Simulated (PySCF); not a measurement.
C₆ coefficients of unlike pairs at BHandHLYP

Calculated with PySCF 2.14 from the dipole response of each species, C₆(A,B) = (3/π) ∫ α_A(iu) α_B(iu) du, in atomic units, from isotropic polarisabilities. For ions this is the dispersion term alone; charge-induced terms of lower order in 1/R come first.

```json
{"species": "Kr", "configuration": "[Kr] (1S)", "basis": "aug-cc-pVQZ-PP with one added diffuse shell each of s, p, d, f, g type with ECP10MDF (8s7p6d4f3g)", "relativity": "core potential", "α (bohr³)": "17.07", "C₆ (like pair)": "131.1"}
{"species": "B", "configuration": "[He] 2s2 2p1 (2P)", "basis": "dyall-av2z (11s7p2d)", "relativity": "none", "α (bohr³)": "21.15", "C₆ (like pair)": "101.5"}
{"species": "K", "configuration": "[Ar] 4s1 (2S)", "basis": "def2-QZVPPD (11s6p4d3f)", "relativity": "none", "α (bohr³)": "297.9", "C₆ (like pair)": "4042"}
```

Question: Estimate C₆ for B with Kr.

Answer: The integral gives 109.5. The combination rule 2 C_A C_B / (C_A α_B/α_A + C_B α_A/α_B) gives 109.0 and the geometric mean 115.4.

No spin-orbit coupling is included.

The other pairs:

```
 pair     C₆
 K, B  493.9
K, Kr  451.1
```
